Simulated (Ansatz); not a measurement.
## Energy profile

The step: Si₄H₉F ([F][Si]([SiH3])([SiH3])[SiH3]) + NH₃ → Si₃NH₈F ([NH2][Si]([F])([SiH3])[SiH3]) + SiH₄; bonds formed: Si1–N7, Si2–H6; bonds broken: Si1–Si2, H6–N7 (atoms numbered as in the saddle structure below).

```tsv
atom	x (Å)	y (Å)	z (Å)
Si1	-1.1453	-0.2686	0.3095
Si2	1.9676	0.1592	-0.5466
Si3	-1.2788	1.0812	-1.5974
Si4	-0.0163	0.4679	2.2145
F5	-2.6466	-0.7212	0.7241
H6	0.6036	-1.2959	-0.3426
N7	-0.4223	-1.8955	-0.1629
H8	1.7567	1.6053	-0.8913
H9	2.9897	0.2021	0.5523
H10	2.7243	-0.3690	-1.7360
H11	-0.7396	2.4246	-1.2806
H12	-0.5467	0.4699	-2.7376
H13	-2.7151	1.2100	-1.9776
H14	-1.0110	0.8497	3.2586
H15	0.8063	-0.6514	2.7471
H16	0.8281	1.6432	1.8966
H17	-0.3689	-2.5878	0.5773
H18	-0.7855	-2.3236	-1.0076
```

Electronic energies by CCSD(T) at an estimated basis limit (MP2 extrapolated from triple and quadruple zeta, plus CCSD(T) − MP2 in triple zeta), on PBE0-D4/def2-TZVP structures; Si4NH12F, closed shell; no counterpoise correction. Computed with Ansatz 0.2.0 (basis: def2-TZVPP and def2-QZVPP); correlated methods freeze the cores. Extrapolation: Hartree–Fock as exp(−7.88 √X), correlation as X^−2.97.

**Question.** Give the profile in eV, counted from the separated reactants. (An estimate is asked for; the value comes from the calculation.)

**Answer.** By the calculation:
```tsv
point	eV
separated: Si4H9F (linked as [F][Si]([SiH3])([SiH3])[SiH3]; Si1, Si2, Si3, Si4, F5, H8, H9, H10, H11, H12, H13, H14, H15, H16; singlet) + NH3 (H6, N7, H17, H18; singlet)	0.000
start structure	-0.204
saddle	1.361
end structure	-0.706
separated: Si3NH8F (linked as [NH2][Si]([F])([SiH3])[SiH3]; Si1, Si3, Si4, F5, N7, H11, H12, H13, H14, H15, H16, H17, H18; singlet) + SiH4 (Si2, H6, H8, H9, H10; singlet)	-0.640
```

No T1 diagnostic of these runs exceeds 0.014.

For scale, one of the runs: CCSD(T)/def2-TZVPP, 398 basis functions, launched by `ansatz run in.yaml --threads 4 --pin off --events-out ev --progress --plain --max-ram 66560MiB --backend cuda --devices 0, --max-vram 37GiB`. The run took 18 s on 4 CPU threads of an AMD EPYC 7R13 and a share of one NVIDIA H100 (shared host), with 1.6 GiB of host memory at its peak.
